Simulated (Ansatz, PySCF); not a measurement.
GaH₃OSe₂, SMILES [OH][Ga]([SeH])[SeH]. Atoms are numbered in the order given.

```xyz
7

Ga    -0.4433    -0.3466    -0.0620
O     -1.8175    -1.4718    -0.2758
H     -2.6635    -1.0679    -0.5069
Se    -0.7404     1.9646    -0.3394
H      0.6782     2.2355    -0.0380
Se     1.5492    -1.4258     0.4934
H      2.2923    -0.1516     0.5483
```

The structure is a stationary point at B3LYP-D3(BJ)/def2-SVP. Other conformers were not sampled.

Two levels are set side by side: PBE-D3(BJ)/def2-SVP (Ansatz, a quantum-chemistry and plane-wave program) and B3LYP-D3(BJ)/def2-SVP (Ansatz). Each level has its own optimised geometry; the coordinates shown are those of the second. Frequencies come from the Hessian of PySCF at each geometry. Differences are taken from unrounded values.

```tsv
quantity	B3LYP-D3(BJ)	PBE-D3(BJ)	PBE-D3(BJ) minus B3LYP-D3(BJ)
mean bond length (Å)	1.731	1.739	0.008
bond Ga1–O2 (Å)	1.789	1.802	0.013
bond Ga1–Se4 (Å)	2.347	2.350	0.003
bond Ga1–Se6 (Å)	2.333	2.336	0.002
bond O2–H3 (Å)	0.966	0.975	0.009
bond Se4–H5 (Å)	1.475	1.485	0.009
bond Se6–H7 (Å)	1.476	1.485	0.009
highest harmonic wavenumber (cm⁻¹)	3855	3742	-112
mean harmonic wavenumber (cm⁻¹)	866	843	-23
zero-point energy (kcal/mol)	18.56	18.07	-0.49
```

GGA bonds tend to be longer and softer than those of functionals with exact exchange. Differences between two approximate levels are no errors against the true value.
